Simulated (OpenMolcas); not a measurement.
# Computed levels of Mn

```yaml
Program: OpenMolcas
Method: CASSCF
Basis: ANO-RCC-VTZP [6s5p3d2f1g]
Scalar_Hamiltonian: DKH2, point nucleus
Active_space: 7 electrons in 6 orbitals (3d 4s)
State_averaging: 2S+1 = 6 even, 6 roots; 2S+1 = 4 even, 43 roots (33 in the spin-orbit step); 2S+1 = 2 even, 13 roots
Spin-orbit_coupling: state interaction with AMFI integrals over the reference wave functions, term energies averaged over their components
```

With spin-orbit coupling, above the lowest level:

```
Configuration  Term     J  E (cm⁻¹)  Measured (cm⁻¹)       g  Term weight %
      3d⁵ 4s²    ⁶S   5/2       0.0              0.0   2.002            100
       3d⁶ 4s    ⁶D   9/2     11691            17052   1.557            100
       3d⁶ 4s    ⁶D   7/2     11944            17282   1.589            100
       3d⁶ 4s    ⁶D   5/2     12141            17452   1.659            100
       3d⁶ 4s    ⁶D   3/2     12282            17568   1.869            100
       3d⁶ 4s    ⁶D   1/2     12366            17637   3.339            100
      3d⁵ 4s²    ⁴G  11/2     22515                    1.273            100
      3d⁵ 4s²    ⁴G   9/2     22516                    1.172            100
      3d⁵ 4s²    ⁴G   7/2     22516                    0.984            100
      3d⁵ 4s²    ⁴G   5/2     22517                    0.570            100
       3d⁶ 4s    ⁴D   7/2     22529            23297   1.430            100
       3d⁶ 4s    ⁴D   5/2     22818            23549   1.372            100
       3d⁶ 4s    ⁴D   3/2     23027            23720   1.201            100
       3d⁶ 4s    ⁴D   1/2     23153            23819  -0.002            100
```

Against the 9 measured excited levels shown (NIST Handbook of Basic Atomic Spectroscopic Data) the mean absolute deviation is 3300 cm-1; the largest miss in energy is 3d⁶ 4s ⁶D_9/2: computed 11691, measured 17052 cm⁻¹ (-31.4 %).

Spin-orbit coupling puts the lowest level 14.9 cm⁻¹ below the lowest spin-free term.

Some high roots are left out of the spin-orbit mixing, which shifts the levels that they would mix with. Without dynamic correlation excited terms often stand tens of per cent too high (terms of higher spin than the ground term too low), and those without a measured partner can miss by more than the paired ones. A single d shell beside an s shell can misplace configurations of different d count against each other. Measured partners are found by configuration, term and J. A level has none where our copy of the source lacks it or the pairing is in doubt (some pairs that miss far off the trend of their configuration count as doubtful), and it then counts in no deviation. Levels of configurations outside the active space are missing. The first state left out of the spin-orbit step lies near 32000 cm-1 above the lowest spin-free state of the reference (among the parities and spins computed), and the list stops at four fifths of that energy or lower.

The term weight is that of the spin-free term in the level, not the purity of its configuration.
